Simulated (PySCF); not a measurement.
Compound: C5H8BN.
Bonds: C1–N2, N2–B3, B3–C4, C4–C5 (double), C5–C6, C6–C7 (double), N2–C7. Hydrogens: H8, H9, H10 on C1; H11 on B3; H12 on C4; H13 on C5; H14 on C6; H15 on C7.

Level of theory: PySCF 2.14.0, PBE0-D3(BJ)/def2-SVP geometry optimisation, gas phase.

(1) List the bond lengths, angles and torsions at this level.

Answers

(1) 
```tsv
bond	length (Å)
C1–N2	1.453
N2–B3	1.440
B3–C4	1.513
C4=C5	1.375
C5–C6	1.419
C6=C7	1.369
N2–C7	1.361
C1–H8, C1–H9, C1–H10	1.100
B3–H11	1.209
C4–H12	1.094
C5–H13	1.096
C6–H14	1.091
C7–H15	1.094
```

Bonds in one row agree within 0.01 Å and their mean is given. A selection of angles:
```tsv
angle	degrees
N2–C1–H8	109.2
N2–C1–H9	111.0
H8–C1–H9	108.6
H9–C1–H10	108.4
C1–N2–B3	121.9
C1–N2–C7	116.9
B3–N2–C7	121.2
N2–B3–C4	116.2
N2–B3–H11	117.4
C4–B3–H11	126.3
B3–C4–C5	118.8
B3–C4–H12	122.8
C5–C4–H12	118.4
C4–C5–C6	121.2
C4–C5–H13	121.0
C6–C5–H13	117.8
C5–C6–C7	120.3
C5–C6–H14	120.8
C7–C6–H14	118.9
C6–C7–H15	121.1
N2–C7–C6	122.3
N2–C7–H15	116.5
```

Torsions: C1–N2–B3–C4 180° (antiperiplanar); N2–B3–C4–C5 0° (synperiplanar); B3–C4–C5–C6 0° (synperiplanar); C4–C5–C6–C7 0° (synperiplanar); C5–C6–C7–N2 0° (synperiplanar); C1–N2–C7–C6 180° (antiperiplanar).

The 7 heavy atoms lie in one plane (0.000 Å rms). The 6-membered ring N2–B3–C4–C5–C6–C7 has internal angles of 116.2° to 122.3° (sum 720°, against 720° for a flat polygon); it is planar, 0.00 Å rms from its mean plane, widest ring torsion 0°. N2 (ring nitrogen) is planar (angles 121.9°, 121.2° and 116.9°, sum 360.0°, 0.00 Å off the plane of its three neighbours). The 2 C–N bonds span 1.361 Å (N2–C7, drawn single) to 1.453 Å (C1–N2, drawn single), a spread of 0.092 Å. Of the pairs four or more bonds apart, H8···H11 is among the closest relative to their van der Waals radii: 2.31 Å, 96 % of the sum of Bondi's values. The C–C distances run from 1.369 Å (C6=C7, drawn double) to 1.419 Å (C5–C6, drawn single), a spread of 0.050 Å. B3 (ring boron) is planar (angles 126.3°, 117.4° and 116.2°, sum 360.0°, 0.00 Å off the plane of its three neighbours).

Point group: Cs (every atom within 0.08 Å of its image). PBE0-D3(BJ)/def2-SVP frequencies: not computed here.
